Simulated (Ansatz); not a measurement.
A nudged elastic band was laid between two geometries of CH$_{7}$FSeSiSn (12 atoms, charge 0, multiplicity 1).

The calculation used RKS PBE0/def2-SVP (Ansatz).

```yaml
movable_images: 7
climbing_image: yes
spring: 0.1 eV/Å²
optimiser: quadratic models (default)
start_path: through a guess of the saddle point
force_threshold: 0.05 eV/Å
iteration_limit: 38
end_points: relaxed
```

Initial state:

```xyz
12
Properties=species:S:1:pos:R:3
F -2.150 1.417 0.500
Sn -0.360 2.148 0.776
Se 0.884 0.128 1.635
C -0.108 -1.162 0.507
Si 0.704 -1.388 -1.181
H -0.481 3.357 1.977
H 0.080 2.695 -0.783
H -0.107 -2.101 1.081
H -1.151 -0.821 0.433
H 2.103 -1.880 -1.010
H -0.066 -2.373 -2.005
H 0.730 -0.075 -1.896
```

Final state:

```xyz
12
Properties=species:S:1:pos:R:3
F -1.670 0.782 1.983
Sn -0.624 2.261 1.254
Se 1.147 1.039 -0.061
C -0.064 -0.414 -0.621
Si 0.916 -1.996 -0.950
H 0.027 3.123 2.580
H -1.769 3.108 0.305
H -0.782 -0.596 0.193
H -0.616 -0.103 -1.521
H 1.540 -2.484 0.314
H -0.013 -3.039 -1.484
H 1.987 -1.737 -1.959
```

Problem. Which bonds break or form, and what moves?

Solution. No bond is made or broken. The dihedral Sn2–Se3–C4–H9 goes from -36 to 85°.

Problem. Give the energies along the band, and the barrier.

Solution. It converged. The highest image is number 3 of 0 to 8, 0.047 eV above the first end and 0.040 eV above the last; the last end lies 0.006 eV above the first. The order of the stationary point at the top wasn't checked.

```csv
image,path coordinate (Å),energy (eV),dihedral Sn2–Se3–C4–H9 (°)
0,0.00,0.000,-36
1,0.76,0.015,-24
2,1.53,0.046,-15
3,2.38,0.047,-10
4,3.63,0.043,20
5,4.47,0.031,37
6,5.31,0.020,54
7,6.14,0.012,70
8,6.96,0.006,85
```

Problem. What is the geometry of the highest image?

Solution. 
```xyz
12
Properties=species:S:1:pos:R:3:forces:R:3
F -2.397 1.945 1.599 -0.01 0.01 0.01
Sn -0.565 2.240 1.009 -0.02 -0.03 -0.03
Se 0.737 0.132 1.445 0.01 -0.01 0.02
C -0.184 -1.068 0.169 -0.01 0.01 -0.02
Si 0.974 -1.601 -1.226 0.00 0.01 0.02
H 0.044 3.508 1.977 0.01 -0.01 -0.01
H -0.755 2.531 -0.665 0.00 0.00 0.00
H -0.536 -1.930 0.755 0.01 0.00 0.01
H -1.082 -0.576 -0.233 0.00 0.00 0.00
H 2.221 -2.184 -0.648 0.00 0.00 0.00
H 0.299 -2.633 -2.076 0.00 0.01 0.00
H 1.322 -0.420 -2.071 0.00 0.01 0.01
```

The run took 8.5 min on 2 threads of Arm Neoverse V1, with other jobs on the host, peak memory 0.48 GiB.
